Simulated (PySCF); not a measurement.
## Working out the ionisation energy of Ba

Ba [Xe] 6s2 (1S) → Ba⁺ [Xe] 6s1 (2S). Calculation: PySCF 2.14, in x2c-TZVPPall (11s7p6d2f1g, 85 functions); scalar relativity by spin-free X2C-1e. Frozen: [Kr] 4d10. Energies in hartree (1 hartree = 27.21139 eV):

| part | Ba (lower) | Ba⁺ (upper) |
| --- | --- | --- |
| UHF | -8131.600997 | -8131.443991 |
| CCSD correlation | -0.213068 | -0.183803 |
| (T) | -0.007862 | -0.005068 |

Question: What does Hartree-Fock give?

Answer: (-8131.443991) − (-8131.600997) = 0.157006 hartree = 4.272 eV.

Question: What do CCSD and CCSD(T) give?

Answer: The CCSD correlation energies differ by 0.029265 hartree = 0.796 eV and the triples by 0.002794 hartree = 0.076 eV, so CCSD gives 5.068 eV and CCSD(T) 5.144 eV.

Measured between the centres of the two terms (NIST): 5.212 eV, so CCSD(T) (valence and next inner shell) is off by -0.068 eV.

What remains against the reference includes basis incompleteness, the frozen core and higher excitations.
